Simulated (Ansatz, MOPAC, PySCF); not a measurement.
Torsion H4–C1–C2–F3 in fluoroethane (SMILES CCF); at each angle all else is relaxed with GFN2-xTB, and the levels are single points there.
Geometry at 60° (charge 0, multiplicity 1):
```xyz
8

C      0.776     0.076     0.051
C     -0.718    -0.170    -0.044
F     -1.367     0.420     1.015
H      1.167    -0.343     0.975
H      1.275    -0.394    -0.792
H      0.983     1.143     0.037
H     -0.957    -1.237     0.001
H     -1.144     0.270    -0.952
```

On the grid 0° to 120°, 0° is the highest and 60° the lowest point at MP2/CBS(cc-pVTZ, cc-pVQZ) + ΔCCSD(T)/cc-pVTZ.

Rows in 6-31G* carry no dispersion term and start afresh at each structure (6-31G* with six Cartesian d functions). MP2/6-31G* freezes PySCF's default core. The state reached by PM7 isn't checked; PM7 holds dispersion and hydrogen-bond terms.

Codes used: Ansatz (Gaussian basis) for Hartree–Fock, density functionals and correlated methods; MOPAC for PM7 (differences of heats of formation); PySCF for 6-31G* rows. Each number belongs to the level named beside it.

### Question
One of these levels gives 3.13 kcal/mol for the energy at 0° less that at 60°. Name it.
A. PM7
B. B3LYP/def2-TZVPP
C. MP2/6-31G*

### Answer
B, B3LYP/def2-TZVPP. The others give 1.15 (PM7), 3.90 (MP2/6-31G*)

Ansatz is an electronic-structure program.
